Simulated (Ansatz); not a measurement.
Born–Oppenheimer molecular dynamics of CH₉BO₂Si₂ (15 atoms, charge 0, multiplicity 1). It goes on from the last frame of an earlier run, with new velocities.

These are results of Ansatz, RKS B3LYP-D4/STO-3G, not measurements.

* ensemble: NVT, Langevin thermostat
* time step: 1 fs
* steps asked: 150
* set temperature: 500 K
* friction: 0.005 /fs
* temperature schedule: 37 steps to 500 K, then 113 steps to 125 K
* seed: 176087

First frame:

```xyz
15
Properties=species:S:1:pos:R:3
O -1.465 -0.629 -0.409
C -0.739 -1.251 -1.535
B -0.193 -1.578 -0.129
Si 1.422 -0.508 0.644
Si 0.775 1.712 0.701
O -0.685 1.645 -0.292
H -1.175 0.427 -0.371
H -1.343 -1.987 -2.115
H -0.228 -0.506 -2.141
H -0.608 -2.555 0.387
H 1.804 -0.939 1.889
H 2.656 -0.415 -0.145
H 0.403 2.105 2.049
H 1.559 2.849 0.226
H -1.370 2.351 0.068
```

What does the run give?

All steps were run.

* steps done: 150
* time covered: 150 fs
* mean temperature over the second half: 397 K
* spread of the potential energy over the second half: 6.5 meV per atom
* mean potential energy of the second half above the start: 15.1 meV per atom

The schedule's set-point averaged 249 K over the second half and the system 397 K, so it lags behind the ramp. A run of 0.15 ps of so small a system gives no equilibrium averages. Limits of this set-up: minimal basis.

What happens to the structure?

The same pairs are bonded in the first frame and the last. Pairs count as bonded within 1.25 times the sum of covalent radii (0.12 Å more for H–H). Another seed would give other details.

How do temperature and energy run in time?


| time (fs) | T (K) | potential energy less start (eV) |
| --- | --- | --- |
| 0.0 | 467 | 0.000 |
| 7.0 | 299 | 0.407 |
| 14.0 | 419 | 0.310 |
| 21.0 | 405 | 0.316 |
| 28.0 | 393 | 0.367 |
| 35.0 | 552 | 0.052 |
| 42.0 | 437 | 0.367 |
| 49.0 | 458 | 0.227 |
| 56.0 | 446 | 0.248 |
| 63.0 | 385 | 0.324 |
| 70.0 | 342 | 0.376 |
| 77.0 | 442 | 0.195 |
| 84.0 | 386 | 0.309 |
| 91.0 | 490 | 0.106 |
| 98.0 | 403 | 0.246 |
| 105.0 | 340 | 0.391 |
| 112.0 | 458 | 0.150 |
| 119.0 | 381 | 0.291 |
| 126.0 | 454 | 0.098 |
| 133.0 | 355 | 0.253 |
| 140.0 | 310 | 0.301 |
| 147.0 | 388 | 0.142 |

The run took 6.5 min on 1 thread of Arm Neoverse V2, on a shared host, peak memory 0.11 GiB.
